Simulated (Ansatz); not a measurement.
CH6AlNO (`C[NH][AlH][OH]`), 10 atoms. Charge 0, multiplicity 1. All runs use 2 threads of an Arm Neoverse V2 on a shared host. Correlated methods freeze the cores.

Give the basis size and wall time and peak host memory of each of these runs in Ansatz. RKS ωB97M-V/def2-QZVPP energy; RKS PBE0-D4/def2-SVP energy; direct RPA on PBE orbitals/def2-TZVPP energy; RKS PBE0-D4/def2-TZVP relaxation (6 steps); RHF-CCSD(T)/def2-TZVPP energy; RKS BHLYP-D4/def2-TZVPP energy; RKS PBE0-D4/def2-TZVP frequencies; RKS PBE0-D4/def2-QZVPP energy; RKS ωB97M-V/def2-SVP energy; RKS PBE-D4/def2-TZVPP energy and forces; RKS HSE06 (plane-wave form)-D4/def2-TZVPP energy; RHF-CCSD(T)/def2-SVP energy. (Best estimate.)

The calculation gave: Other jobs shared the machine, so times are rough.

| level | job | functions | wall time | peak host memory (GiB) |
| --- | --- | --- | --- | --- |
| RKS PBE0-D4/def2-SVP | energy | 90 | 1.1 s | 0.16 |
| RKS PBE-D4/def2-TZVPP | energy and forces | 219 | 2.6 s | 0.23 |
| RKS BHLYP-D4/def2-TZVPP | energy | 219 | 3 s | 0.42 |
| RHF-CCSD(T)/def2-SVP | energy | 90 | 3 s | 0.31 |
| RKS HSE06 (plane-wave form)-D4/def2-TZVPP | energy | 219 | 3.4 s | 0.44 |
| RKS ωB97M-V/def2-SVP | energy | 90 | 4.7 s | 0.25 |
| direct RPA on PBE orbitals/def2-TZVPP | energy | 219 | 7 s | 0.48 |
| RKS PBE0-D4/def2-QZVPP | energy | 421 | 8.5 s | 1.1 |
| RKS ωB97M-V/def2-QZVPP | energy | 421 | 20 s | 1.3 |
| RKS PBE0-D4/def2-TZVP | relaxation (6 steps) | 166 | 22 s | 0.34 |
| RHF-CCSD(T)/def2-TZVPP | energy | 219 | 88 s | 3.4 |
| RKS PBE0-D4/def2-TZVP | frequencies | 166 | 2.1 min | 0.36 |
